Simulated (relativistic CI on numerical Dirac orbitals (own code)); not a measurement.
## Line list: Forbidden lines, Ir²⁷⁺

These numbers are calculated, not measured: Dirac-Coulomb-Breit CI, orbitals from a KLI potential per configuration, a model potential for QED, unscaled Slater integrals (own radial code, finite nucleus).

Configuration list (outside the closed core [Ar] 3d10): 4s²4p⁶4d¹⁰4f⁴, 4s²4p⁶4d¹⁰4f³5s, 4s²4p⁶4d⁹4f⁵, 4s²4p⁶4d¹⁰4f²5s², 4s²4p⁶4d¹⁰4f³5p, 4s²4p⁶4d¹⁰4f²5s5p, 4s²4p⁵4d¹⁰4f⁵, 4s²4p⁶4d¹⁰4f³5d, 4s²4p⁶4d¹⁰4f²5p², 4s²4p⁶4d¹⁰4f²5s5d, 4s²4p⁶4d⁹4f⁴5s, 4s²4p⁶4d¹⁰4f²5p5d, 4s²4p⁶4d⁹4f³5s², 4s4p⁶4d¹⁰4f⁵, 4s²4p⁶4d¹⁰4f³5f, 4s²4p⁶4d¹⁰4f³6s, 4s²4p⁶4d¹⁰4f²5d², 4s²4p⁶4d¹⁰4f³5g, 4s²4p⁶4d¹⁰4f³6d. Levels of other configurations are missing.

| λ vac (nm) | Lower | Upper | Type | A (s⁻¹) | gf | Branching (%) |
| --- | --- | --- | --- | --- | --- | --- |
| 96.245 | 4s²4p⁶4d¹⁰4f⁴ ⁵I4 [1] | 4s²4p⁶4d¹⁰4f⁴ ³I5 [25] | M1 | 2.23e+02 | 3.40e-07 | 23.0 |
| 140.49 | 4s²4p⁶4d¹⁰4f⁴ ⁵I5 [2] | 4s²4p⁶4d¹⁰4f⁴ ⁵G4 [18] | M1 | 4.26e+02 | 1.13e-06 | 27.1 |
| 140.58 | 4s²4p⁶4d¹⁰4f⁴ ⁵I6 [3] | 4s²4p⁶4d¹⁰4f⁴ ⁵G5 [28] | M1 | 4.83e+02 | 1.58e-06 | 54.0 |
| 168.15 | 4s²4p⁶4d¹⁰4f⁴ ⁵I6 [3] | 4s²4p⁶4d¹⁰4f⁴ ⁵F5 [21] | M1 | 2.01e+02 | 9.37e-07 | 31.9 |
| 182.59 | 4s²4p⁶4d¹⁰4f⁴ ³G4 [7] | 4s²4p⁶4d¹⁰4f⁴ ³F4 [29] | M1 | 4.34e+02 | 1.95e-06 | 48.2 |
| 191.73 | 4s²4p⁶4d¹⁰4f⁴ ³G4 [7] | 4s²4p⁶4d¹⁰4f⁴ ³I5 [25] | M1 | 4.10e+02 | 2.49e-06 | 42.3 |
| 193.25 | 4s²4p⁶4d¹⁰4f⁴ ⁵I4 [1] | 4s²4p⁶4d¹⁰4f⁴ ³G4 [7] | M1 | 7.60e+02 | 3.83e-06 | 86.6 |
| 199.64 | 4s²4p⁶4d¹⁰4f⁴ ⁵I5 [2] | 4s²4p⁶4d¹⁰4f⁴ ³K6 [13] | M1 | 1.05e+03 | 8.17e-06 | 84.9 |
| 202.11 | 4s²4p⁶4d¹⁰4f⁴ ⁵I8 [8] | 4s²4p⁶4d¹⁰4f⁴ ³M9 [27] | M1 | 3.86e+02 | 4.49e-06 | 65.9 |
| 253.26 | 4s²4p⁶4d¹⁰4f⁴ ⁵I6 [3] | 4s²4p⁶4d¹⁰4f⁴ ³L7 [15] | M1 | 6.27e+02 | 9.05e-06 | 69.7 |
| 256.16 | 4s²4p⁶4d¹⁰4f⁴ ³G4 [7] | 4s²4p⁶4d¹⁰4f⁴ ⁵G4 [18] | M1 | 4.25e+02 | 3.76e-06 | 27.1 |
| 290.87 | 4s²4p⁶4d¹⁰4f⁴ ⁵I6 [3] | 4s²4p⁶4d¹⁰4f⁴ ³K6 [13] | M1 | 1.87e+02 | 3.09e-06 | 15.1 |
| 294.11 | 4s²4p⁶4d¹⁰4f⁴ ⁵I7 [5] | 4s²4p⁶4d¹⁰4f⁴ ³M8 [17] | M1 | 2.24e+02 | 4.93e-06 | 39.2 |
| 320.93 | 4s²4p⁶4d¹⁰4f⁴ ⁵G2 [10] | 4s²4p⁶4d¹⁰4f⁴ ³G3 [20] | M1 | 7.40e+02 | 7.99e-06 | 65.5 |
| 338.68 | 4s²4p⁶4d¹⁰4f⁴ ³L7 [15] | 4s²4p⁶4d¹⁰4f⁴ ³L8 [26] | M1 | 3.02e+02 | 8.81e-06 | 65.7 |
| 359.58 | 4s²4p⁶4d¹⁰4f⁴ ⁵I7 [5] | 4s²4p⁶4d¹⁰4f⁴ ³L7 [15] | M1 | 2.72e+02 | 7.90e-06 | 30.2 |
| 402.45 | 4s²4p⁶4d¹⁰4f⁴ ⁵I8 [8] | 4s²4p⁶4d¹⁰4f⁴ ³M8 [17] | M1 | 3.45e+02 | 1.42e-05 | 60.4 |
| 403.18 | 4s²4p⁶4d¹⁰4f⁴ ⁵G3 [12] | 4s²4p⁶4d¹⁰4f⁴ ⁵G4 [18] | M1 | 4.66e+02 | 1.02e-05 | 29.7 |
| 510.06 | 4s²4p⁶4d¹⁰4f⁴ ⁵I4 [1] | 4s²4p⁶4d¹⁰4f⁴ ⁵I5 [2] | M1 | 4.01e+02 | 1.72e-05 | 100.0 |
| 636.52 | 4s²4p⁶4d¹⁰4f⁴ ⁵I5 [2] | 4s²4p⁶4d¹⁰4f⁴ ⁵I6 [3] | M1 | 2.45e+02 | 1.93e-05 | 100.0 |

Terms are leading LS components. Brackets give the number of a level in order of energy, since labels repeat. The list gives strong lines, with weight on those to low levels, among the lowest 400 of 9784 levels, so that lines to higher ones, which can be the strongest, are missing. Levels whose partners in the same complex of configurations lie outside the list can be far off, and so can their lines. Rates are taken at the computed energies, electric ones in the length gauge.

At this charge energies of transitions that change n are usually good to better than 1 %, and those within a shell (Δn = 0) to a few per cent. Terms inside the open d or f shell come out 10 to 20 % too wide with unscaled integrals.

LS names give the leading component of a level, which can be under half, so a name can repeat, a term be missing and a line seem to break the LS rules.
